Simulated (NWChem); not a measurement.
Molecule: CH₆O₂Si; SMILES OC[SiH2]O

```xyz
10

O     -0.6133    -1.5661     0.2147
C      0.6051    -1.0530    -0.2985
Si     0.5319     0.7955     0.1294
O     -1.0493     1.2339    -0.1566
H     -0.6897    -2.4974    -0.0159
H      0.6775    -1.1788    -1.3973
H      1.4932    -1.5456     0.1439
H      1.4350     1.5990    -0.7428
H      0.9289     0.9985     1.5571
H     -1.6204     0.4632    -0.0303
```
Atoms are numbered in this order, from 1.

All runs: NWChem. Coordinates come from a PBE0/def2-SVP optimisation.

**Question.** What does the run give for LC-BLYP (range parameter 0.33 per bohr)/def2-SVP? Quantities: highest occupied level (eV); orbital gap (eV); dipole (D).

**Answer.** 
```yaml
highest occupied level (eV): -10.23
orbital gap (eV): 12.89
dipole (D): 3.09
```
